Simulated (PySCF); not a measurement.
C6H14O, charge +1, doublet, geometry from GFN2-xTB (a state made from the parent by changing its charge; the spin is typed, not shown lowest); DF-B3LYP/def2-SVP in PySCF.

PySCF was given this input:
```python
from pyscf import gto, scf, dft

mol = gto.Mole()
mol.atom = '''
    C    -2.397470    0.684480   -0.783944
    C    -1.226404    0.428268    0.188165
    C    -1.482079   -0.775245    1.047356
    C     0.003571    0.204116   -0.725449
    C     1.286793    0.244868    0.124620
    C     2.468530    0.110747   -0.871357
    O     1.298265   -0.833523    0.998662
    H    -3.293335    0.829988   -0.181948
    H    -2.560932   -0.159547   -1.448764
    H    -2.216764    1.575146   -1.377741
    H    -1.071987    1.321208    0.799775
    H    -2.087678   -0.548573    1.922779
    H    -1.916064   -1.594981    0.476967
    H    -0.512324   -1.149999    1.431079
    H     0.062667    0.982021   -1.483533
    H    -0.079865   -0.767013   -1.212723
    H     1.368574    1.200915    0.655825
    H     2.453309    0.933701   -1.577549
    H     3.393906    0.134688   -0.298973
    H     2.410343   -0.833652   -1.404824
    H     1.746380   -0.639115    1.833987
'''
mol.basis = 'def2-svp'
mol.charge = 1
mol.spin = 1
mol.verbose = 4
mol.build()

mf = dft.UKS(mol)
mf.xc = 'b3lyp'
mf.grids.level = 1
mf = mf.density_fit(auxbasis='def2-universal-jkfit')
mf.kernel()
mf.analyze()
```

Problem. Write the output that PySCF gives for this input, abridged.

Solution. 
```
PySCF version 2.14.0

[INPUT] verbose = 4
[INPUT] num. atoms = 21
[INPUT] num. electrons = 57
[INPUT] charge = 1
[INPUT] spin (= nelec alpha-beta = 2S) = 1
[INPUT] symmetry False subgroup None
[INPUT] Mole.unit = angstrom
[INPUT] Symbol           X                Y                Z      unit          X                Y                Z       unit  Magmom
[...]
nuclear repulsion = 338.324130124854
number of shells = 84
number of NR pGTOs = 266
number of NR cGTOs = 168
basis = def2-svp
ecp = {}

******** <class 'pyscf.df.df_jk.DFUKS'> ********
method = DFUKS
initial guess = minao
damping factor = 0
level_shift factor = 0
DIIS = <class 'pyscf.scf.diis.CDIIS'>
diis_start_cycle = 1
diis_space = 8
diis_damp = 0
SCF conv_tol = 1e-09
SCF conv_tol_grad = None
SCF max_cycles = 50
direct_scf = False
number electrons alpha = 29  beta = 28
XC library pyscf.dft.libxc version 7.1.2
    S. Lehtola, C. Steigemann, M. J. T. Oliveira, and M. A. L. Marques,  SoftwareX 7, 1–5 (2018)
XC functionals = b3lyp
    P. J. Stephens, F. J. Devlin, C. F. Chabalowski, and M. J. Frisch,  J. Phys. Chem. 98, 11623 (1994)
radial grids:
    Treutler-Ahlrichs [JCP 102, 346 (1995); DOI:10.1063/1.469408] (M4) radial grids

becke partition: Becke, JCP 88, 2547 (1988); DOI:10.1063/1.454033
pruning grids: <function nwchem_prune>
grids dens level: 1
symmetrized grids: False
atomic radii adjust function: <function treutler_atomic_radii_adjust>
small_rho_cutoff = 0
Set gradient conv threshold to 3.16228e-05
tot grids = 70872
******** <class 'pyscf.df.df.DF'> ********
auxbasis = def2-universal-jkfit
init E= -312.463624222924

cycle= 1 E= -311.657656753526  delta_E= 0.806  |g|= 0.397  |ddm|= 3.08
cycle= 2 E= -311.562574798544  delta_E= 0.0951  |g|= 0.637  |ddm|= 0.895
cycle= 3 E= -311.714463274248  delta_E= -0.152  |g|= 0.151  |ddm|= 0.61
cycle= 4 E= -311.724498728723  delta_E= -0.01  |g|= 0.0602  |ddm|= 0.214
cycle= 5 E= -311.726137330354  delta_E= -0.00164  |g|= 0.0202  |ddm|= 0.0706
cycle= 6 E= -311.726331461166  delta_E= -0.000194  |g|= 0.0077  |ddm|= 0.0244
cycle= 7 E= -311.726359478576  delta_E= -2.8e-05  |g|= 0.00313  |ddm|= 0.00863
cycle= 8 E= -311.726364056313  delta_E= -4.58e-06  |g|= 0.00148  |ddm|= 0.00395
cycle= 9 E= -311.726365274822  delta_E= -1.22e-06  |g|= 0.000505  |ddm|= 0.00228
cycle= 10 E= -311.726365426989  delta_E= -1.52e-07  |g|= 0.000147  |ddm|= 0.000851
cycle= 11 E= -311.726365439967  delta_E= -1.3e-08  |g|= 6.66e-05  |ddm|= 0.000259
cycle= 12 E= -311.726365442738  delta_E= -2.77e-09  |g|= 1.9e-05  |ddm|= 0.000128
cycle= 13 E= -311.726365443012  delta_E= -2.74e-10  |g|= 9.25e-06  |ddm|= 3.71e-05
Extra cycle  E= -311.726365442984  delta_E= 2.83e-11  |g|= 1.31e-05  |ddm|= 2.55e-05
converged SCF energy = -311.726365442984  <S^2> = 0.75278898  2S+1 = 2.002787
**** SCF Summaries ****
Total Energy =                        -311.726365442983877
Nuclear Repulsion Energy =             338.324130124853525
One-electron Energy =                -1079.941048792122047
Two-electron Energy =                  429.890553224284645
Two-electron Coulomb Energy =          475.965150632532527
DFT Exchange-Correlation Energy =      -46.074597408247854
**** MO energy ****
                             alpha | beta                alpha | beta
[...]
To work with the spin densities directly, `use mulliken_meta_spin()` only printing them here.

 ** Mulliken spin pop alpha/beta on meta-lowdin orthogonal AOs **
 ** Mulliken Spin Density (per AO)  **
spin_pop of  0 C 1s       -0.00000
spin_pop of  0 C 2s        0.00626
spin_pop of  0 C 3s        0.00009
spin_pop of  0 C 2px       0.06777
spin_pop of  0 C 2py       0.00960
spin_pop of  0 C 2pz       0.00860
spin_pop of  0 C 3px       0.00029
spin_pop of  0 C 3py       0.00005
spin_pop of  0 C 3pz       0.00018
spin_pop of  0 C 3dxy      0.00001
spin_pop of  0 C 3dyz     -0.00001
spin_pop of  0 C 3dz^2     0.00001
spin_pop of  0 C 3dxz      0.00017
spin_pop of  0 C 3dx2-y2    0.00002
spin_pop of  1 C 1s       -0.00000
spin_pop of  1 C 2s        0.00024
spin_pop of  1 C 3s        0.00012
spin_pop of  1 C 2px       0.09044
spin_pop of  1 C 2py       0.00442
spin_pop of  1 C 2pz      -0.00598
spin_pop of  1 C 3px       0.00031
spin_pop of  1 C 3py       0.00002
spin_pop of  1 C 3pz       0.00015
spin_pop of  1 C 3dxy      0.00001
spin_pop of  1 C 3dyz      0.00001
spin_pop of  1 C 3dz^2    -0.00002
spin_pop of  1 C 3dxz      0.00036
spin_pop of  1 C 3dx2-y2    0.00004
spin_pop of  2 C 1s       -0.00000
spin_pop of  2 C 2s        0.00162
spin_pop of  2 C 3s        0.00012
spin_pop of  2 C 2px       0.08593
spin_pop of  2 C 2py       0.00340
spin_pop of  2 C 2pz       0.00322
spin_pop of  2 C 3px       0.00051
spin_pop of  2 C 3py       0.00008
spin_pop of  2 C 3pz       0.00013
spin_pop of  2 C 3dxy      0.00012
spin_pop of  2 C 3dyz      0.00004
spin_pop of  2 C 3dz^2     0.00002
spin_pop of  2 C 3dxz      0.00016
spin_pop of  2 C 3dx2-y2    0.00005
spin_pop of  3 C 1s       -0.00000
spin_pop of  3 C 2s        0.00151
spin_pop of  3 C 3s        0.00010
spin_pop of  3 C 2px       0.12014
spin_pop of  3 C 2py       0.00516
spin_pop of  3 C 2pz      -0.00374
spin_pop of  3 C 3px       0.00037
spin_pop of  3 C 3py       0.00001
spin_pop of  3 C 3pz       0.00011
spin_pop of  3 C 3dxy      0.00001
spin_pop of  3 C 3dyz      0.00000
spin_pop of  3 C 3dz^2    -0.00002
spin_pop of  3 C 3dxz      0.00035
spin_pop of  3 C 3dx2-y2    0.00001
spin_pop of  4 C 1s       -0.00000
spin_pop of  4 C 2s       -0.00250
spin_pop of  4 C 3s        0.00017
spin_pop of  4 C 2px       0.08077
spin_pop of  4 C 2py      -0.00261
spin_pop of  4 C 2pz      -0.00868
spin_pop of  4 C 3px       0.00078
spin_pop of  4 C 3py       0.00003
spin_pop of  4 C 3pz       0.00018
spin_pop of  4 C 3dxy     -0.00008
spin_pop of  4 C 3dyz     -0.00003
spin_pop of  4 C 3dz^2    -0.00003
spin_pop of  4 C 3dxz      0.00076
spin_pop of  4 C 3dx2-y2    0.00010
spin_pop of  5 C 1s       -0.00000
spin_pop of  5 C 2s        0.01026
spin_pop of  5 C 3s        0.00012
spin_pop of  5 C 2px       0.08414
spin_pop of  5 C 2py       0.00332
spin_pop of  5 C 2pz       0.03061
spin_pop of  5 C 3px       0.00033
spin_pop of  5 C 3py       0.00007
spin_pop of  5 C 3pz       0.00040
spin_pop of  5 C 3dxy      0.00002
spin_pop of  5 C 3dyz      0.00000
spin_pop of  5 C 3dz^2     0.00001
spin_pop of  5 C 3dxz      0.00022
spin_pop of  5 C 3dx2-y2    0.00002
spin_pop of  6 O 1s       -0.00000
spin_pop of  6 O 2s        0.01042
spin_pop of  6 O 3s       -0.00001
spin_pop of  6 O 2px       0.27210
spin_pop of  6 O 2py       0.00732
spin_pop of  6 O 2pz       0.04410
spin_pop of  6 O 3px       0.00030
spin_pop of  6 O 3py      -0.00000
spin_pop of  6 O 3pz       0.00014
spin_pop of  6 O 3dxy      0.00005
spin_pop of  6 O 3dyz      0.00003
spin_pop of  6 O 3dz^2    -0.00003
spin_pop of  6 O 3dxz     -0.00006
spin_pop of  6 O 3dx2-y2    0.00007
spin_pop of  7 H 1s        0.02001
spin_pop of  7 H 2s        0.00015
spin_pop of  7 H 2px      -0.00003
spin_pop of  7 H 2py      -0.00000
spin_pop of  7 H 2pz       0.00004
spin_pop of  8 H 1s       -0.00280
spin_pop of  8 H 2s        0.00004
spin_pop of  8 H 2px       0.00001
spin_pop of  8 H 2py      -0.00001
spin_pop of  8 H 2pz       0.00000
spin_pop of  9 H 1s       -0.00169
spin_pop of  9 H 2s        0.00003
spin_pop of  9 H 2px       0.00000
spin_pop of  9 H 2py      -0.00001
spin_pop of  9 H 2pz      -0.00000
spin_pop of  10 H 1s       -0.00234
spin_pop of  10 H 2s        0.00005
spin_pop of  10 H 2px       0.00000
spin_pop of  10 H 2py      -0.00000
spin_pop of  10 H 2pz      -0.00000
spin_pop of  11 H 1s        0.01283
spin_pop of  11 H 2s        0.00016
spin_pop of  11 H 2px      -0.00004
spin_pop of  11 H 2py      -0.00000
spin_pop of  11 H 2pz       0.00007
spin_pop of  12 H 1s        0.00636
spin_pop of  12 H 2s        0.00011
spin_pop of  12 H 2px      -0.00002
spin_pop of  12 H 2py       0.00004
spin_pop of  12 H 2pz       0.00000
spin_pop of  13 H 1s        0.03410
spin_pop of  13 H 2s        0.00134
spin_pop of  13 H 2px       0.00025
spin_pop of  13 H 2py      -0.00000
spin_pop of  13 H 2pz       0.00002
spin_pop of  14 H 1s       -0.00390
spin_pop of  14 H 2s        0.00004
spin_pop of  14 H 2px       0.00001
spin_pop of  14 H 2py      -0.00001
spin_pop of  14 H 2pz      -0.00000
spin_pop of  15 H 1s       -0.00346
spin_pop of  15 H 2s        0.00002
spin_pop of  15 H 2px       0.00001
spin_pop of  15 H 2py      -0.00001
spin_pop of  15 H 2pz      -0.00000
spin_pop of  16 H 1s        0.00119
spin_pop of  16 H 2s        0.00009
spin_pop of  16 H 2px       0.00001
spin_pop of  16 H 2py      -0.00000
spin_pop of  16 H 2pz      -0.00000
spin_pop of  17 H 1s        0.00111
spin_pop of  17 H 2s        0.00005
spin_pop of  17 H 2px      -0.00000
spin_pop of  17 H 2py       0.00001
spin_pop of  17 H 2pz      -0.00001
spin_pop of  18 H 1s        0.01189
spin_pop of  18 H 2s        0.00007
spin_pop of  18 H 2px      -0.00004
spin_pop of  18 H 2py       0.00000
spin_pop of  18 H 2pz       0.00002
spin_pop of  19 H 1s       -0.00429
spin_pop of  19 H 2s        0.00002
spin_pop of  19 H 2px       0.00000
spin_pop of  19 H 2py      -0.00001
spin_pop of  19 H 2pz       0.00000
spin_pop of  20 H 1s       -0.00683
spin_pop of  20 H 2s       -0.00013
spin_pop of  20 H 2px       0.00011
spin_pop of  20 H 2py      -0.00003
spin_pop of  20 H 2pz       0.00004
 ** Mulliken Spin Density (per atom)  **
spin density of  0 C =      0.09304
spin density of  1 C =      0.09013
spin density of  2 C =      0.09537
spin density of  3 C =      0.12402
spin density of  4 C =      0.06887
spin density of  5 C =      0.12951
spin density of  6 O =      0.33444
spin density of  7 H =      0.02018
spin density of  8 H =     -0.00276
spin density of  9 H =     -0.00167
spin density of  10 H =     -0.00230
spin density of  11 H =      0.01301
spin density of  12 H =      0.00649
spin density of  13 H =      0.03571
spin density of  14 H =     -0.00387
spin density of  15 H =     -0.00345
spin density of  16 H =      0.00128
spin density of  17 H =      0.00115
spin density of  18 H =      0.01194
spin density of  19 H =     -0.00427
spin density of  20 H =     -0.00683
 ** Mulliken pop alpha/beta on meta-lowdin orthogonal AOs **
 ** Mulliken pop       alpha | beta **
In total            29.00000 | 28.00000
 ** Mulliken atomic charges   ( Nelec_alpha | Nelec_beta ) **
charge of  0C =     -0.25287  (     3.17295      3.07991 )
charge of  1C =     -0.00654  (     3.04833      2.95821 )
charge of  2C =     -0.26209  (     3.17873      3.08336 )
charge of  3C =     -0.12960  (     3.12681      3.00279 )
charge of  4C =      0.16857  (     2.95015      2.88128 )
charge of  5C =     -0.25161  (     3.19056      3.06105 )
charge of  6O =     -0.29942  (     4.31693      3.98249 )
charge of  7H =      0.13746  (     0.44136      0.42118 )
charge of  8H =      0.11739  (     0.43993      0.44269 )
charge of  9H =      0.11926  (     0.43953      0.44120 )
charge of  10H =      0.10571  (     0.44600      0.44829 )
charge of  11H =      0.13641  (     0.43830      0.42529 )
charge of  12H =      0.12620  (     0.44014      0.43365 )
charge of  13H =      0.14058  (     0.44757      0.41186 )
charge of  14H =      0.12864  (     0.43375      0.43761 )
charge of  15H =      0.12317  (     0.43669      0.44014 )
charge of  16H =      0.11837  (     0.44145      0.44017 )
charge of  17H =      0.13893  (     0.43111      0.42996 )
charge of  18H =      0.13727  (     0.43734      0.42539 )
charge of  19H =      0.13375  (     0.43099      0.43526 )
charge of  20H =      0.37041  (     0.31138      0.31821 )

WARN: System has nonzero charge 1; the dipole moment is origin-dependent.
Location of origin: [0. 0. 0.]

Dipole moment(X, Y, Z, Debye):  1.89967,  0.80281,  1.19081
```
